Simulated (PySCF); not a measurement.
AlI3, singlet, at a GFN2-xTB geometry (such geometries of metal compounds can be far from the true shape) (core potentials on I).

The PySCF input:
```python
from pyscf import gto, scf, dft

mol = gto.M(
    atom='''
Al   -0.00000000   -0.00000000   -0.00000000
I    -2.05711704   -1.44131268   -0.05276184
I     0.00659413    2.22306763   -1.17039456
I     2.05052292   -0.78175495    1.22315640
''',
    basis='def2-svp',
    ecp={'I': 'def2-svp'},
    verbose=4,
)

mf = dft.RKS(mol)
mf.xc = 'revpbe'
mf = mf.density_fit(auxbasis='def2-universal-jkfit')
mf.kernel()
```

Problem. What does this run give for the HOMO-LUMO gap, HOMO energy, dipole moment, total energy, Mulliken (on the basis functions themselves) charges in atom order, nuclear repulsion energy?

Solution. 
| Item | Value |
|---|---|
| HOMO-LUMO gap | 3.61 eV |
| HOMO energy | -6.54 eV |
| dipole moment | 0.00 D |
| total energy | -1135.7000 Eh |
| Mulliken (on the basis functions themselves) charges in atom order | Al1 0.51, I2 -0.17, I3 -0.17, I4 -0.17 |
| nuclear repulsion energy | 433.3789 Eh |

Problem. Roughly what does it cost on one core?

Solution. very roughly 11 core-seconds.
